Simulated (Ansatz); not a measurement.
The first iterations of a band of CH10BGaSi2 (15 atoms, charge 0, multiplicity 1).

The calculation used RKS PBE0-D4/def2-SVP in Ansatz.

```
movable images  : 7
climbing image  : yes
spring          : 5.0 eV/Å²
optimiser       : quadratic models (default)
start path      : through a guess of the saddle point
force threshold : 0.05 eV/Å
iteration limit : 60
end points      : relaxed
```

First end point:

```xyz
15
Properties=species:S:1:pos:R:3
C -1.153 -0.374 1.748
Si 0.598 -0.099 1.113
Ga 2.107 -2.073 -0.434
B 0.730 -0.346 -0.905
Si -0.395 1.092 -1.765
H -1.854 0.323 1.263
H -1.209 -0.226 2.836
H -1.486 -1.398 1.520
H 1.119 1.253 1.487
H 1.494 -1.065 1.883
H 0.279 -1.428 -1.330
H 1.874 -0.185 -1.376
H 0.077 2.467 -1.395
H -0.366 1.002 -3.262
H -1.836 1.007 -1.355
```

Last end point:

```xyz
15
Properties=species:S:1:pos:R:3
C -1.267 -0.538 1.600
Si 0.521 -0.139 1.160
Ga 2.369 -1.825 -0.370
B 0.851 -0.221 -0.848
Si -0.363 1.135 -1.721
H -1.949 0.193 1.139
H -1.420 -0.521 2.690
H -1.541 -1.537 1.226
H 0.931 1.202 1.685
H 1.393 -1.119 1.940
H 2.002 0.099 -1.204
H 0.562 -1.313 -1.378
H -0.152 1.202 -3.205
H -1.815 0.813 -1.505
H -0.144 2.519 -1.180
```

| iteration | highest image above the first end (eV) | largest band force component (eV/Å) |
| --- | --- | --- |
| 1 | 159.079 | 821.345 |
| 2 | 57.382 | 205.162 |
| 3 | 42.579 | 144.838 |
| 4 | 23.331 | 66.535 |
| 5 | 14.400 | 39.004 |
| 6 | 8.924 | 21.115 |
| 7 | 6.599 | 11.236 |
| 8 | 4.985 | 6.720 |
| 9 | 4.108 | 2.292 |
| 10 | 3.717 | 1.717 |
| 11 | 3.264 | 0.839 |
| 12 | 3.138 | 0.817 |
| 13 | 3.000 | 0.637 |
| 14 | 2.895 | 0.417 |
| 15 | 2.895 | 0.915 |
| 16 | 2.852 | 0.380 |
| 17 | 2.741 | 0.405 |
| 18 | 2.777 | 0.636 |
| 19 | 2.729 | 0.476 |
| 20 | 2.770 | 0.781 |

Task: Does the band converge within its limit, and where does its top end?

Result: It did not converge within its limit. It ended after 60 iterations with the highest image 2.776 eV above the first end. The band didn't meet its force threshold, so its energies are provisional: the largest band force was still 1.06 eV/Å, and over the last iterations the top moved between 2.78 and 2.81 eV. Neighbouring images lie up to 2.5 Å apart, so the band is torn or far too coarse.

Run time: 16 min on 2 threads of AMD EPYC 9B45 (Zen 5), with other jobs on the host, peak memory 0.49 GiB.
